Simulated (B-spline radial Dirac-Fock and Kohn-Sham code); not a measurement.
EELS cross sections of the V L1 edge

System: the free vanadium atom, 1s2 2s2 2p6 3s2 3p6 3d3 4s2. Method: the first Born approximation with generalised oscillator strengths from a Dirac-Hartree-Slater potential (longitudinal and transverse terms; continuum final states only, so no white lines or fine structure). Computed with an atomic code on a B-spline grid. The edge is taken at 626.7 eV (tabulated value).

Partial cross sections σ(β, Δ) in barn, integrated over a window Δ above the edge and up to the collection semi-angle β, for parallel illumination:

```
E₀ (kV)  β (mrad)  Δ = 25 eV  Δ = 50 eV  Δ = 100 eV  Δ = 200 eV  Δ = 300 eV
     60        10        124        233         414         667         827
     60        20        231        436         785        1290        1620
     60       100          ?          ?           ?           ?           ?
     80         5       59.0        110         194         309         379
     80        10        129        242         434         705         881
    100        50        327        626        1140        1910        2450
    100       100        381        735        1360        2320        3020
    120         5       69.8        131         233         375         465
    120        20        202        382         693        1150        1460
    200         5       79.9        151         271         443         556
    200        50        248        477         878        1490        1930
    200       100        261        504         933        1600        2090
    300        20        172        329         599        1000        1280
    300       100        220        425         785        1350        1760
```

Task: Give the row for 60 kV and 100 mrad.

Result: 516 b for 25 eV, 994 b for 50 eV, 1830 b for 100 eV, 3100 b for 200 eV, 4000 b for 300 eV.
